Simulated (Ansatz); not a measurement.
```xyz
8

C     0.0000    0.0000    0.0000
O     0.0000    0.0000    1.2000
O     0.0000    1.0841   -0.7876
C     0.0000    2.3435   -0.0895
H     0.0000   -0.9712   -0.4949
H     0.0000    3.1599   -0.8118
H    -0.8898    2.4127    0.5362
H     0.8898    2.4127    0.5362
```

Basis set: 6-31G* (spherical functions). Correlated methods keep 4 orbitals frozen. Charge 0, multiplicity 1.

Computed with Ansatz (development build ahead of 0.2.0); each method stands on the lowest determinant of its kind that the runs found. Restricted open shells among the atoms or ions are ROHF, correlated in semicanonical orbitals with singles.

The atomization energy at this shape (free ground-state atoms in the same class of orbitals less the molecule, no zero-point energy) of singlet C₂H₄O₂:

| method | atomization energy |
| --- | --- |
| RHF-MP2 | 735.52 kcal/mol |

Question: What does RHF give?

Answer: 552.05 kcal/mol.
